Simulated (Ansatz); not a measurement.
`CC(C)(C)[NH][Ge]([F])([Cl])[Cl]` and `CC(C)(C)NN` differ in one atom or group.

Ansatz, PBE0-D4/def2-TZVP geometries, multiplicity 1. Each molecule was computed in one conformer, which needn't be the lowest.

Scalar relativity is left out up to krypton.

```
                                          property  `CC(C)(C)[NH][Ge]([F])([Cl])[Cl]`
               LUMO energy (B3LYP/def2-TZVPP) / eV                              -1.16
              HOMO–LUMO gap (PBE0/def2-TZVPP) / eV                               6.85
             HOMO energy (ωB97M-V/def2-TZVPP) / eV                             -10.02
                HOMO energy (PBE0/def2-TZVPP) / eV                              -7.67
                 HOMO energy (PBE/def2-TZVPP) / eV                              -6.25
size of the dipole moment (ωB97M-V/def2-TZVPP) / D                               3.07
```

(1) What does the change do to each property? (Estimate.)

Results:

(1) Ansatz gave: 
```csv
property,`CC(C)(C)NN`,shift
LUMO energy (B3LYP/def2-TZVPP) / eV,0.52,1.68
HOMO–LUMO gap (PBE0/def2-TZVPP) / eV,7.47,0.62
HOMO energy (ωB97M-V/def2-TZVPP) / eV,-9.01,1.01
HOMO energy (PBE0/def2-TZVPP) / eV,-6.60,1.07
HOMO energy (PBE/def2-TZVPP) / eV,-5.14,1.11
size of the dipole moment (ωB97M-V/def2-TZVPP) / D,1.62,-1.45
```

With PBE0 the HOMO rises by 1.07 eV and the LUMO rises by 1.68 eV, so the gap widens by about 0.61 eV. PBE moves the HOMO by 1.11 eV and ωB97M-V by 1.01 eV. Dipoles are sizes alone; their direction can turn.

B3LYP here is the variant with VWN-RPA as its local correlation; programs differ in this.
